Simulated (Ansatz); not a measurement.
`C[C](C)(C)[Sn]([F])([F])[C](C)(C)C`. Charge 0, multiplicity 1. Sn takes the def2 core potential. The structure was optimised at the PBE0-D4/def2-TZVP level.

```xyz
29

C    -1.276    0.055   -2.301
C    -1.774    0.173   -0.867
C    -2.325   -1.155   -0.369
C    -2.822    1.270   -0.749
Sn   -0.122    0.767    0.398
F    -0.930    1.118    2.123
F     0.347    2.540   -0.221
C     1.772   -0.165    0.871
C     1.506   -1.502    1.549
C     2.495    0.784    1.816
C     2.565   -0.354   -0.415
H    -2.116   -0.199   -2.960
H    -0.525   -0.732   -2.416
H    -0.847    0.993   -2.663
H    -1.593   -1.965   -0.449
H    -2.657   -1.096    0.670
H    -3.193   -1.442   -0.976
H    -2.440    2.237   -1.086
H    -3.686    1.014   -1.378
H    -3.179    1.384    0.277
H     2.459   -1.962    1.838
H     0.909   -1.387    2.458
H     0.992   -2.207    0.890
H     2.679    1.757    1.354
H     3.468    0.353    2.088
H     1.933    0.947    2.738
H     3.547   -0.783   -0.179
H     2.071   -1.038   -1.111
H     2.738    0.594   -0.931
```

What is the dipole moment at r2SCAN/def2-TZVPP? (Best estimate.)

Ansatz gave: 4.17 D, with components (0.58, -3.67, -1.91) D in this frame, pointing from negative to positive charge.

And with PBE, B3LYP, ωB97M-V? (An estimate is asked.)

Computed: PBE 4.07 D, B3LYP 4.25 D, ωB97M-V 4.22 D.

Give the Mulliken charges with r2SCAN, PBE, ωB97M-V in def2-TZVPP. (Best estimate.)

The calculation gave: 
```tsv
atom	r2SCAN	PBE	ωB97M-V
C1	-0.24	-0.30	-0.34
C2	0.13	0.02	-0.20
C3	-0.23	-0.30	-0.34
C4	-0.23	-0.30	-0.34
Sn5	1.07	1.10	1.17
F6	-0.50	-0.46	-0.49
F7	-0.50	-0.46	-0.49
C8	0.13	0.02	-0.20
C9	-0.24	-0.30	-0.34
C10	-0.23	-0.30	-0.34
C11	-0.23	-0.30	-0.34
H12	0.04	0.07	0.11
H13	0.05	0.08	0.11
H14	0.08	0.11	0.14
H15	0.05	0.08	0.11
H16	0.08	0.11	0.14
H17	0.04	0.07	0.11
H18	0.07	0.10	0.14
H19	0.04	0.07	0.11
H20	0.08	0.10	0.14
H21	0.04	0.07	0.11
H22	0.08	0.11	0.14
H23	0.05	0.08	0.11
H24	0.08	0.10	0.14
H25	0.04	0.07	0.11
H26	0.07	0.10	0.14
H27	0.04	0.07	0.11
H28	0.05	0.08	0.11
H29	0.08	0.11	0.14
```

B3LYP here is the variant with VWN-RPA as its local correlation; programs differ in this.
